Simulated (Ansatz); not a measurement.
How methods differ on AlF3 (SMILES [F][Al]([F])[F])

AlF3: 4 atoms, total charge 0, spin state singlet. SMILES: `[F][Al]([F])[F]`. The shape comes from GFN2-xTB, which is rough for such elements, and wasn't checked as a minimum.

```xyz
4

Al   -0.0002   -0.0003   -0.0013
F     1.6308   -0.0271    0.0135
F    -0.7915    1.4260   -0.0166
F    -0.8391   -1.3986    0.0044
```

Each level gives the energy change with the Al1–F3 bond stretched from 1.631 to 3.262 Å (eV). The values are calculated.

| level | kind | program | value (eV) |
| --- | --- | --- | --- |
| B3LYP/STO-3G (restricted) | global hybrid | Ansatz | ? |
| BHLYP/STO-3G (restricted) | global hybrid | Ansatz | ? |
| PBE0/STO-3G (restricted) | global hybrid | Ansatz | 7.35 |
| CAM-B3LYP/STO-3G (restricted) | range-separated hybrid | Ansatz | 7.85 |
| wB97X/STO-3G (restricted) | range-separated hybrid | Ansatz | 7.97 |
| MP2/STO-3G (restricted) | perturbation theory | Ansatz | 6.59 |
| BCCD(T)/STO-3G (restricted) | coupled cluster or CI | Ansatz | 4.76 |
| CCSDT/STO-3G (restricted) | coupled cluster or CI | Ansatz | 4.92 |
| FCI/STO-3G | exact in the basis | Ansatz | 4.89 |

Task: Estimate the missing values from the other rows.

Result: As computed at these levels: B3LYP/STO-3G (restricted): 7.12 eV; BHLYP/STO-3G (restricted): 8.29 eV. The first shape isn't each level's own minimum. The values span 4.76 to 8.29 eV. All rows use very small basis sets, so even the best lies far from the true value.
